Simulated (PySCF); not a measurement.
C3H7ClSi, SMILES C[SiH2]/C=C/Cl.

Coordinates come from a PBE0-D3(BJ)/def2-SVP optimisation. The structure was generated by enumeration; whether it is a known compound was not checked. Other conformers were not sampled.

Computed with PySCF with PBE0-D3(BJ)/def2-SVP.

Frequencies are harmonic and unscaled.

```csv
mode,ν (cm⁻¹),IR (km/mol),Raman (Å⁴/amu),depolarisation,moving atoms (share of kinetic energy)
1,72,0.2,3.1,0.74,"C 57 %, H 29 %, Cl 9 %"
2,126,0.6,3.6,0.75,"C 48 %, H 36 %, Cl 11 %"
3,149,0.4,0.7,0.70,"H 74 %, C 18 %"
4,202,0.7,0.3,0.61,"H 48 %, C 35 %, Si 11 %"
5,259,1.4,3.1,0.41,"C 57 %, H 19 %, Si 12 %, Cl 12 %"
6,334,8.6,4.3,0.30,"Cl 37 %, Si 33 %, C 20 %, H 10 %"
7,488,11.2,1.4,0.75,"H 87 %, Si 10 %"
8,648,9.5,6.9,0.44,"H 74 %, C 19 %"
9,684,3.2,12.3,0.56,"H 60 %, C 31 %"
10,727,59.6,7.5,0.15,"H 45 %, C 31 %, Si 23 %"
11,795,17.2,5.2,0.68,"C 55 %, H 25 %, Si 11 %, Cl 9 %"
12,818,20.8,2.3,0.52,"H 51 %, C 45 %"
13,838,108.6,5.5,0.65,"C 59 %, H 25 %, Cl 11 %"
14,884,31.8,8.5,0.74,"H 79 %, C 17 %"
15,906,232.3,13.8,0.55,"H 75 %, Si 13 %, C 11 %"
16,942,103.3,16.0,0.75,H 95 %
17,983,36.6,0.5,0.56,H 92 %
18,1175,19.1,2.5,0.14,"H 80 %, C 19 %"
19,1262,20.4,1.9,0.10,"H 78 %, C 21 %"
20,1299,7.4,14.1,0.39,"H 86 %, C 14 %"
21,1429,5.4,14.6,0.74,H 96 %
22,1431,3.0,10.5,0.75,H 96 %
23,1666,170.7,44.4,0.15,C 95 %
24,2216,126.2,188.3,0.18,H 97 %
25,2219,107.1,93.9,0.27,H 97 %
26,3060,2.4,145.8,0.01,H 97 %
27,3166,2.0,97.6,0.72,"H 91 %, C 9 %"
28,3170,1.8,89.9,0.72,"H 91 %, C 9 %"
29,3177,0.2,73.4,0.32,"H 92 %, C 8 %"
30,3212,2.4,57.5,0.29,"H 91 %, C 9 %"
```
